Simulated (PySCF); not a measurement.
Magnetisability: SMILES C(#C)C1=C[C@]1(F)Br, C5H2BrF

Geometry (Å), atoms numbered from 1 in this order:
```xyz
9

C     2.4770   -0.2184   -0.6119
C     1.2941   -0.2508   -0.3905
C    -0.0483   -0.2285   -0.0904
C    -1.2957   -0.6515   -0.2311
C    -1.0897    0.4240    0.7395
F    -1.1586    0.1822    2.0786
Br   -1.6742    2.2634    0.4247
H     3.5046   -0.2117   -0.8236
H    -1.9957   -1.3027   -0.6933
```

Theory: PySCF, GIAO wB97X-D/pcSseg-1 magnetisability, rotational g tensor and spin-rotation constants, non-relativistic, gas phase. Geometry: GFN2-xTB.

The calculation is non-relativistic, which matters for the atoms heavier than Zn.

(1) How diamagnetic is it, and how anisotropic?

(2) Split it along the inertial axes a, b, c into diamagnetic and paramagnetic parts about the centre of mass, with the quadrupole moment.

(3) And the rotational g tensor?

## Answers

(1) Isotropic -1190 × 10⁻³⁰ J/T², or -71.7 × 10⁻⁶ cm³/mol; principal values -1415, -1136, -1018 × 10⁻³⁰ J/T², anisotropy 353 × 10⁻³⁰ J/T² (root of half the summed squared differences of the principal values). The susceptibility is in cgs units.

(2) 
```csv
axis,χ (10⁻⁶ cm³/mol),diamagnetic (10⁻⁶ cm³/mol),paramagnetic (10⁻⁶ cm³/mol),summed x² of all electrons (Å²),quadrupole Θ (D Å)
a,-70.7,-440.8,370.1,227.7,+6.25
b,-76.9,-1116.1,1039.2,68.5,-3.96
c,-67.4,-1256.8,1189.4,35.4,-2.30
```
Anisotropies 2χaa − χbb − χcc = +2.9 and 2χbb − χaa − χcc = -15.7 × 10⁻⁶ cm³/mol. Θ is traceless in Buckingham's convention.

(3) 
| axis | rotational constant (GHz) | g | nuclear part | electronic part |
| --- | --- | --- | --- | --- |
| a | 3.1370 | -0.0257 | 0.5196 | -0.5454 |
| b | 1.0520 | -0.0026 | 0.5110 | -0.5136 |
| c | 0.9177 | -0.0068 | 0.5060 | -0.5128 |

Asymmetric top; isotopes 79Br, 12C, 19F, 1H; no vibrational averaging.
